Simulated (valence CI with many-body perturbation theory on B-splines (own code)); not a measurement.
# N+: electric-dipole lines

Level of theory: relativistic CI+MBPT: four valence electrons over a frozen Dirac-Fock core [He], a basis of 11 s, 11 p, 9 d, 7 f, 5 g, 2 h, 1 i functions for each j, with the one-electron correlation potential Σ1 (screened to all orders), the two-electron term Σ2, the three-electron term Σ3, Breit, model QED; selected single and double excitations, second order for the rest, scaled by the run's own slope (own B-spline code, finite nucleus).

Set against measurement, 39 paired levels are off by 56 cm⁻¹ on average, the worst by 162. These come from a selection out of the NIST Handbook of Basic Atomic Spectroscopic Data. Levels without a partner in it may be off by more. Among the levels kept, up to 670 cm⁻¹ of a level comes from second order outside the variational space, and about a tenth of that is noise between levels of different J, which matters for small intervals.

Lines 151 to 200 of 287 in falling wavelength, among levels below 218263 cm⁻¹, chosen from the strongest by gf and those to the six lowest levels. Wavelengths and rates use the calculated energies, so an error of 60 cm⁻¹ moves a line at 3994 Å by 0.24 % and its rate by three times that or more. Electric multipoles are in the length gauge, E1 and E2 with the static RPA response of the core. Weak lines are less certain than strong ones. Lines between different terms over intervals too small for the method are left out, as are lines whose strength nearly cancels. Where a level lies close to another of its J and parity, the split of strength between their lines is uncertain. The highest levels of a list are the least certain.

Names give the largest LS component (configuration and term), which can be under half, so a name can repeat, a term be missing and a line seem to break the LS rules; names also repeat where a configuration has a term twice.

| λ vac (Å) | λ from measured levels | Upper | Lower | A (s⁻¹) | log gf | Branch % |
| --- | --- | --- | --- | --- | --- | --- |
| 4044 |  | 2s²2p4f ³G_3 | 2s²2p3d ³F°_3 | 2.65e+07 | -0.34 | 10.7 |
| 4044 |  | 2s²2p4f ³G_4 | 2s²2p3d ³F°_3 | 1.21e+08 | 0.43 | 50.3 |
| 4041 |  | 2s²2p4f ³G_5 | 2s²2p3d ³F°_4 | 2.46e+08 | 0.82 | 99.9 |
| 4034 |  | 2s²2p4f ³G_3 | 2s²2p3d ³F°_2 | 1.75e+08 | 0.48 | 70.9 |
| 4026 |  | 2s²2p4f ¹G_4 | 2s²2p3d ³F°_3 | 7.71e+07 | 0.23 | 33.2 |
| 3994 | 3996 | 2s²2p3p ¹D_2 | 2s²2p3s ¹P°_1 | 1.23e+08 | 0.17 | 89.4 |
| 3917 |  | 2s²2p3d ¹P°_1 | 2s²2p3p ¹P_1 | 6.70e+07 | -0.34 | 2.6 |
| 3842 |  | 2s²2p4s ³P°_2 | 2s²2p3p ³P_2 | 6.76e+07 | -0.13 | 13.4 |
| 3833 |  | 2s²2p4s ³P°_2 | 2s²2p3p ³P_1 | 2.36e+07 | -0.59 | 4.7 |
| 3434 | 3438 | 2s²2p3p ¹S_0 | 2s²2p3s ¹P°_1 | 1.89e+08 | -0.48 | 91.1 |
| 3336 |  | 2s²2p4s ³P°_1 | 2s²2p3p ³D_2 | 9.00e+07 | -0.35 | 17.8 |
| 3333 |  | 2s²2p4s ³P°_2 | 2s²2p3p ³D_3 | 9.97e+07 | -0.08 | 19.7 |
| 3007 |  | 2s²2p4s ¹P°_1 | 2s²2p3p ¹P_1 | 9.12e+07 | -0.43 | 11.8 |
| 1086 | 1086 | 2s2p³ ³D°_3 | 2s²2p² ³P_2 | 3.74e+08 | -0.33 | 100.0 |
| 1085 | 1086 | 2s2p³ ³D°_2 | 2s²2p² ³P_2 | 9.15e+07 | -1.09 | 24.4 |
| 1085 | 1086 | 2s2p³ ³D°_1 | 2s²2p² ³P_2 | 1.00e+07 | -2.28 | 2.7 |
| 1084 | 1085 | 2s2p³ ³D°_2 | 2s²2p² ³P_1 | 2.84e+08 | -0.60 | 75.6 |
| 1084 | 1085 | 2s2p³ ³D°_1 | 2s²2p² ³P_1 | 1.55e+08 | -1.09 | 41.3 |
| 1084 | 1084 | 2s2p³ ³D°_1 | 2s²2p² ³P_0 | 2.10e+08 | -0.95 | 56.0 |
| 916.2 | 916.7 | 2s2p³ ³P°_2 | 2s²2p² ³P_2 | 9.60e+08 | -0.22 | 75.3 |
| 916.2 | 916.7 | 2s2p³ ³P°_1 | 2s²2p² ³P_2 | 5.30e+08 | -0.70 | 41.5 |
| 915.5 | 916.0 | 2s2p³ ³P°_2 | 2s²2p² ³P_1 | 3.16e+08 | -0.70 | 24.7 |
| 915.5 | 916.0 | 2s2p³ ³P°_1 | 2s²2p² ³P_1 | 3.23e+08 | -0.91 | 25.3 |
| 915.5 | 916.0 | 2s2p³ ³P°_0 | 2s²2p² ³P_1 | 1.28e+09 | -0.79 | 100.0 |
| 915.1 | 915.6 | 2s2p³ ³P°_1 | 2s²2p² ³P_0 | 4.24e+08 | -0.80 | 33.2 |
| 861.5 | 860.2 | 2s²2p3s ³P°_1 | 2s²2p² ¹S_0 | 2.68e+06 | -3.05 | 0.2 |
| 859.6 | 858.4 | 2s²2p3s ¹P°_1 | 2s²2p² ¹S_0 | 2.78e+07 | -2.03 | 0.7 |
| 836.6 |  | 2s2p²3s ³P_1 | 2s2p³ ³D°_2 | 1.38e+09 | -0.36 | 67.6 |
| 836.2 |  | 2s2p²3s ³P_2 | 2s2p³ ³D°_3 | 1.56e+09 | -0.09 | 75.8 |
| 775.7 | 776.0 | 2s2p³ ¹D°_2 | 2s²2p² ¹D_2 | 3.12e+09 | 0.15 | 100.0 |
| 749.1 | 748.4 | 2s²2p3s ³P°_1 | 2s²2p² ¹D_2 | 3.56e+08 | -1.05 | 25.7 |
| 747.6 | 747.0 | 2s²2p3s ¹P°_1 | 2s²2p² ¹D_2 | 3.71e+09 | -0.03 | 96.7 |
| 745.6 | 745.8 | 2s2p³ ¹P°_1 | 2s²2p² ¹S_0 | 1.23e+09 | -0.51 | 27.4 |
| 672.3 | 672.0 | 2s²2p3s ³P°_1 | 2s²2p² ³P_2 | 4.34e+08 | -1.05 | 31.4 |
| 672.0 | 671.8 | 2s²2p3s ³P°_0 | 2s²2p² ³P_1 | 1.12e+09 | -1.12 | 100.0 |
| 671.9 | 671.6 | 2s²2p3s ³P°_1 | 2s²2p² ³P_1 | 2.52e+08 | -1.29 | 18.2 |
| 671.7 | 671.4 | 2s²2p3s ³P°_1 | 2s²2p² ³P_0 | 3.39e+08 | -1.16 | 24.5 |
| 671.7 | 671.4 | 2s²2p3s ³P°_2 | 2s²2p² ³P_2 | 8.42e+08 | -0.55 | 75.0 |
| 671.3 | 671.0 | 2s²2p3s ³P°_2 | 2s²2p² ³P_1 | 2.81e+08 | -1.02 | 25.0 |
| 671.1 | 670.9 | 2s²2p3s ¹P°_1 | 2s²2p² ³P_2 | 3.41e+07 | -2.16 | 0.9 |
| 670.7 | 670.5 | 2s²2p3s ¹P°_1 | 2s²2p² ³P_1 | 2.80e+07 | -2.25 | 0.7 |
| 670.5 | 670.3 | 2s²2p3s ¹P°_1 | 2s²2p² ³P_0 | 3.52e+07 | -2.15 | 0.9 |
| 659.9 | 660.3 | 2s2p³ ¹P°_1 | 2s²2p² ¹D_2 | 3.27e+09 | -0.19 | 72.6 |
| 646.9 | 646.2 | 2s²2p3d ³D°_1 | 2s²2p² ¹S_0 | 1.33e+06 | -3.60 | 0.0 |
| 644.7 | 645.2 | 2s2p³ ³S°_1 | 2s²2p² ³P_2 | 5.98e+09 | 0.05 | 55.6 |
| 644.3 | 644.8 | 2s2p³ ³S°_1 | 2s²2p² ³P_1 | 3.59e+09 | -0.17 | 33.3 |
| 644.1 | 644.6 | 2s2p³ ³S°_1 | 2s²2p² ³P_0 | 1.19e+09 | -0.65 | 11.1 |
| 640.8 | 640.1 | 2s²2p3d ³P°_1 | 2s²2p² ¹S_0 | 2.06e+06 | -3.42 | 0.1 |
| 635.8 |  | 2s²2p3d ¹P°_1 | 2s²2p² ¹S_0 | 2.45e+09 | -0.35 | 96.0 |
| 629.8 |  | 2s2p²3s ⁵P_1 | 2s2p³ ⁵S°_2 | 1.08e+09 | -0.72 | 100.0 |

(1) How does gf follow from A for the line at 670.5 Å?

## Answers

(1) gf = 1.4992 × (2J+1)_upper × A / σ², with σ = 149139 cm⁻¹ and 2J+1 = 3: gf = 0.00712.
